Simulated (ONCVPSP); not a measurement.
## Varying the ONCV potential for Ga

Base potential:

| Item | Value |
| --- | --- |
| Element | Ga (Z = 31) |
| Generator | ONCVPSP 4.0.1 |
| Type | optimised norm-conserving Vanderbilt (ONCV) |
| Functional | LDA (Perdew-Zunger) |
| Relativity | scalar-relativistic |
| Frozen core | [Ne] |
| Valence charge | 21 |
| Reference configuration | 3s2 3p6 3d10 4s2 (charge +1) |
| Partial waves | 3s+4s: rc 0.90 bohr, ncon 4, nbas 7, qcut 15.3 1/bohr, 2 projectors; 3p: rc 0.75 bohr, ncon 4, nbas 9, qcut 10.7 1/bohr, 3 projectors, debl 2.6 Ha; 3d: rc 0.65 bohr, ncon 3, nbas 7, qcut 12.3 1/bohr, 1 projector |
| Local potential | polynomial inside 0.40 bohr (lpopt 5, dvloc0 -1 Ha) |
| Core correction | polynomial model core, fcfact 0.45 |

In the p channel the program set the typed energies aside and used -3.933, 0.250, 2.850 Ha.

Cutoffs, loose and tight: the cutoffs (Ha) at which the residual kinetic energy of the hardest occupied pseudo-wave falls to 1 and 0.1 mHa per electron. They do not see the model core or the augmentation charge, which bear on the density cutoff. Test errors are all-electron minus pseudo excitation energies from the reference, over the configurations 3s2 3p6 3d10 4s2 4p1; 3s2 3p6 3d10 4s1; 3s2 3p6 3d10 4s0; 3s2 3p6 3d9 4s0. A dash means not determined; rows that change the core or the reference have their own tests.

A true bound ghost makes a file unfit for plane-wave use even where its test errors are small: the radial tests pick states by their node count and pass the ghost by.

```csv
change,outcome,bound ghosts,GHOST(+) flags above zero,largest test error (meV)
base,"generated, projector energies reset by the program",none,s,-73
"all radii but the core radius scaled by about 0.90 (s 0.82, p 0.68, d 0.58 bohr); local potential polynomial inside 0.36 bohr (lpopt 5, dvloc0 -1 Ha)","generated, projector energies reset by the program",p,s,-78
"all radii but the core radius scaled by about 1.17 (s 1.06, p 0.88, d 0.76 bohr); local potential polynomial inside 0.46 bohr (lpopt 5, dvloc0 -1 Ha)","generated, projector energies reset by the program",none,s,-57
```

(1) What comes out with this change to the base: all radii but the core radius scaled by about 1.08 (s 0.98, p 0.80, d 0.70 bohr); local potential polynomial inside 0.44 bohr (lpopt 5, dvloc0 -1 Ha)?

(2) What comes out with this change to the base: all radii but the core radius scaled by about 1.27 (s 1.14, p 0.96, d 0.82 bohr); local potential polynomial inside 0.52 bohr (lpopt 5, dvloc0 -1 Ha)?

(3) What comes out with this change to the base: all radii but the core radius scaled by about 0.77 (s 0.70, p 0.58, d 0.50 bohr); local potential polynomial inside 0.32 bohr (lpopt 5, dvloc0 -1 Ha)?

## Answers

(1) outcome: generated, projector energies reset by the program; bound ghosts: none; GHOST(+) flags above zero: s; largest test error (meV): -65.

(2) outcome: generated, projector energies reset by the program; bound ghosts: none; GHOST(+) flags above zero: s; largest test error (meV): -50.

(3) outcome: generated, projector energies reset by the program; bound ghosts: s, p; GHOST(+) flags above zero: p; largest test error (meV): -66.

Reading the sweep of the scale of all radii but the core radius (base = 1) (base included, trends over the rows without a ghost): The median size of the test errors (rows with all tests solved) stays near 1.7 meV. Bound ghosts are found at 0.77, 0.9.
